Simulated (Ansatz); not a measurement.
## A cut through the energy surface

GeH$_{2}$OF$_{2}$ (SMILES [OH][GeH]([F])[F]), closed shell, at its PBE0-D4/def2-TZVP minimum:

```xyz
6
angstrom
O 0.0864 1.0490 -0.9099
Ge 0.0759 -0.1023 0.3968
F 1.0428 -1.4591 -0.0315
F -1.5023 -0.7681 0.5564
H -0.2077 0.6880 -1.7510
H 0.5468 0.5284 1.6929
```

The bond length Ge2–F4 (1.720 Å at the minimum) is set to the values below, with the rest relaxed at PBE0-D4/def2-TZVP at each step. Each method's energies count from its own value at the PBE0-D4 minimum structure. Program: Ansatz 0.2.0. Basis: def2-TZVPP. Cores are frozen in the correlated methods. Filled d shells of the heavier atoms are correlated. The def2 sets are not built for correlating such inner shells, so the correlated values are less sure here. B3LYP uses VWN-RPA correlation.

CCSD(T) energies along the scan:
```tsv
bond length (Å)	CCSD(T) (kcal/mol)
1.479	31.80
1.530	17.61
1.604	5.52
1.691	0.24
1.787	1.54
1.890	7.85
2.000	17.64
2.116	29.49
2.236	42.18
```
They count from the CCSD(T) energy at the PBE0-D4 minimum.

Minimum and curvature along this coordinate at CCSD(T): A fifth-order fit through the nearest points gives 1.717 Å, with a curvature of about 30 eV/Å².

Largest difference from the CCSD(T) curve over the scan: r2SCAN-D4 3.39; PBE0-D4 2.46; B3LYP-D4 5.41; wB97M-V 2.17 kcal/mol. Each curve counts from its own value at the minimum.

No T1 diagnostic of these runs exceeds 0.016.

For scale, one of the runs: CCSD(T)/def2-TZVPP, 169 basis functions (an equivalent command: `ansatz run in.yaml --threads 4`). Hardware: 4 CPU threads, shared host. Wall time 27 s; peak host memory 1.6 GiB.
